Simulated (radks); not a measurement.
Q: Radial electron density D(r) = 4 pi r^2 rho(r) of an atom or ion with 6 electrons. Method: scalar-relativistic Kohn-Sham, BLYP, spin-unpolarised, spherical densities, finite nucleus; Fermi nuclear charge, rms radius of each element as measured or else 0.836 A^(1/3) + 0.57 fm; computed with a radial shooting solver on a logarithmic mesh with Libxc functionals.

```
   r/bohr * D(r) (the largest magnitude, 19.4, reaches the edge; | marks zero)
 0.005138 |  *
 0.006428 |   *
 0.008042 |     *
 0.009981 |        *
  0.01249 |           *
  0.01562 |                *
  0.01939 |                      *
  0.02426 |                              *
  0.03035 |                                      *
  0.03766 |                                             *
  0.04712 |                                                    *
  0.05895 |                                                      *
  0.07316 |                                                    *
  0.09153 |                                            *
   0.1145 |                                  *
   0.1421 |                          *
   0.1778 |                       *
   0.2224 |                         *
   0.2761 |                             *
   0.3454 |                             *
   0.4321 |                      *
   0.5406 |            *
   0.6709 |    *
   0.8394 |*
     1.05 *
    1.303 *
     1.63 *
```

What is the nuclear charge?

A: Z = 17. The innermost maximum, from 1s, lies near gamma/Z bohr with gamma = sqrt(1 - (Z/c)^2) = 0.992, here 0.0584 bohr (found: 0.0589), and its height grows with Z. The density is that of the chlorine ion Cl11+ in [He] 2s2 2p2; the configuration itself is not fixed sharply by these data, and Z only to about a unit. D(r) has 2 maxima, at r = 0.0589, 0.309 bohr, and minima at 0.178 bohr, inside which lie 2.21 electrons.
